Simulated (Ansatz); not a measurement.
Ansatz (a first-principles code) input (HF/3-21G): The .json file is the Basis Set Exchange's 3-21G.

Ansatz 0.2 input:
```yaml
crystal:
  periodic: [false, false, false]
  atoms:
    - {symbol: Ge, position_ang: [-0.00000000, -0.00000000, -0.04867710]}
    - {symbol: H, position_ang: [0.00000000, 0.00000000, 1.55766720]}
basis:
  gaussian:
    orbitals: 3-21G.json
hamiltonian:
  xc: {name: HF}
magnetization: {spin_polarized: true, initial_magnetization: 1}
relax: {f_tol: 0.003, max_steps: 120}
```

Output:

```
WARN ansatz: RAYON_NUM_THREADS=1 ignored (pool sized by the plan → 1); use --threads N
Functional definition: HF
integrals: 0.00 GiB planned
228 factors; integrals over basis functions are off by at most 2.2e-4 eV
mean field: 0.05 GiB planned
mean field evaluation 1: about -56215.1370 eV, gradient 3.5e0 eV
mean field evaluation 2: about -56215.1378 eV, gradient 3.5e0 eV
mean field evaluation 4: about -56215.2962 eV, gradient 3.0e-1 eV
mean field evaluation 8: about -56215.2987 eV, gradient 4.5e-6 eV
mean field evaluation 16: about -56215.2978 eV, gradient 7.3e-2 eV
mean field evaluation 32: about -56215.2971 eV, gradient 1.5e-1 eV
mean field -56215.29873984 eV, -2065.8741245910 hartree, gradient 4.4e-6 eV, S^2 0.753064; 0 other end points of the search recorded, 0 dependent functions left out
the calculation of the forces begins
reference -56215.29873984 eV, -2065.8741245910 hartree; 17, 16 occupied and 8, 9 virtual orbitals, 228 factors
relax step   1: F+E_penalty+E_count = -56215.29873984 eV  Δ(F+E_penalty+E_count) = +0.000e0 eV  max|allowed force component| = 2.972e-3 eV/Å  Δτ_max = 0.0000 Å  (56 SCF iters, accepted)
Total energy: -56215.29873984 eV, -2065.8741245910 hartree
Atom 0 at    -0.000000    -0.000000    -0.048677 Å, force     0.000000     0.000000     0.002972 eV/Å
Atom 1 at     0.000000     0.000000     1.557667 Å, force    -0.000000    -0.000000    -0.002972 eV/Å
Dipole moment:    -0.000000     0.000000     0.052389 e Å
```
